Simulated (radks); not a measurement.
Results of a calculation; reference values are marked as such.
Question: All-electron atom: neutral indium in [Kr] 4d10 5s2 7d1 (not the ground configuration). Level of theory: Dirac Kohn-Sham, LDA (Slater exchange, Perdew-Wang correlation), spin-unpolarised, spherical densities, point nucleus; open shells fill j = l - 1/2 first (a radial shooting solver on a logarithmic mesh with Libxc functionals). Some entries of the table are withheld. Estimate them.

| orbital | occ. | eigenvalue (eV) | <1/r> (bohr^-1) | r(max) (bohr) |
|---|---|---|---|---|
| 1s1/2 | 2 | -27709.91 | 51.81 | 0.01923 |
| 2s1/2 | 2 | -4154.079 | 11.99 | 0.1088 |
| 2p1/2 | 2 | -3876.524 | 11.98 | (1) |
| 2p3/2 | 4 | -3665.954 | 11.19 | (2) |
| 3s1/2 | 2 | -792.8852 | 4.220 | 0.3161 |
| 3p1/2 | 2 | -680.7222 | 4.132 | 0.3022 |
| 3p3/2 | 4 | -642.6917 | 3.938 | 0.3125 |
| 3d3/2 | 4 | (3) | 3.783 | 0.2562 |
| 3d5/2 | 6 | (4) | 3.733 | 0.2591 |
| 4s1/2 | 2 | -125.6906 | 1.648 | 0.7693 |
| 4p1/2 | 2 | -88.9672 | 1.529 | 0.7983 |
| 4p3/2 | 4 | -82.2374 | 1.465 | 0.8234 |
| 4d3/2 | 4 | -25.5171 | (5) | 0.9253 |
| 4d5/2 | 6 | -24.6480 | (6) | 0.9357 |
| 5s1/2 | 2 | -14.0622 | 0.5206 | 2.105 |
| 7d3/2 | 1 | -0.4350 | 0.04846 | 31.81 |
| 7d5/2 | 0 | -0.4329 | 0.04922 | 31.88 |

Answer: 
(1) 2p1/2 r(max) (bohr): 0.08385
(2) 2p3/2 r(max) (bohr): 0.08829
(3) 3d3/2 eigenvalue (eV): -443.5357
(4) 3d5/2 eigenvalue (eV): -435.7352
(5) 4d3/2 <1/r> (bohr^-1): 1.150
(6) 4d5/2 <1/r> (bohr^-1): 1.133
